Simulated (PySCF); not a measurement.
Simulation results for FHOSi

Computed with PySCF 2.14.0. Calculation on a computer-drawn molecule: optimised geometry and harmonic frequencies of an isolated molecule of the commonest isotopes, restricted reference for singlets and unrestricted otherwise, frozen core in MP2.

Common to all runs: charge 0; multiplicity 1; basis cc-pV(D+d)Z.

```json
{"entry": 1, "formula": "FHOSi", "start_structure": {"atoms_angstrom": [["O", -1.8158, 0.778, -1.3392], ["Si", -1.2987, 2.0308, -2.2876], ["F", 0.3148, 1.5387, -2.2806], ["H", -2.7363, 0.6246, -1.0326]]}, "given": {"method": "HF", "drawn_bonds_atom": [1, 2, 1], "drawn_bonds_other_atom": [2, 3, 4], "drawn_bonds_order": [1, 1, 1]}, "results": {"optimised_atom_element": ["O", "Si", "F", "H"], "optimised_atom_x [angstrom]": [-1.806, -1.286, 0.2841, -2.727], "optimised_atom_y [angstrom]": [0.7329, 1.969, 1.578, 0.6917], "optimised_atom_z [angstrom]": [-1.303, -2.246, -2.304, -1.086], "modes_frequency [cm^-1]": [364.4, 498.7, 796.9, 890.1, 911.8, 4158], "modes_reduced_mass [dalton]": [8.41, 1.11, 1.388, 5.429, 11.28, 1.067], "rotational_constants [GHz]": [28.71, 8.751, 6.707], "total_energy [hartree]": -463.8987, "convergence_status_largest_gradient_component [hartree/bohr]": 1.419e-05}}
{"entry": 2, "formula": "FHOSi", "start_structure": {"atoms_angstrom": [["O", -1.8064, 0.7329, -1.3031], ["Si", -1.2864, 1.9693, -2.2465], ["F", 0.2841, 1.5782, -2.3043], ["H", -2.7273, 0.6917, -1.0861]]}, "given": {"method": "MP2", "drawn_bonds_atom": [1, 2, 1], "drawn_bonds_other_atom": [2, 3, 4], "drawn_bonds_order": [1, 1, 1]}, "results": {"optimised_atom_element": ["O", "Si", "F", "H"], "optimised_atom_x [angstrom]": [-1.797, -1.293, 0.3037, -2.749], "optimised_atom_y [angstrom]": [0.6934, 1.96, 1.597, 0.7208], "optimised_atom_z [angstrom]": [-1.278, -2.239, -2.321, -1.101], "modes_frequency [cm^-1]": [332.9, 493.6, 782.1, 849.6, 875.9, 3860], "modes_reduced_mass [dalton]": [8.672, 1.106, 1.459, 9.317, 4.879, 1.067], "rotational_constants [GHz]": [28.2, 8.455, 6.505], "total_energy [hartree]": -464.3555, "convergence_status_largest_gradient_component [hartree/bohr]": 9.554e-06}}
```
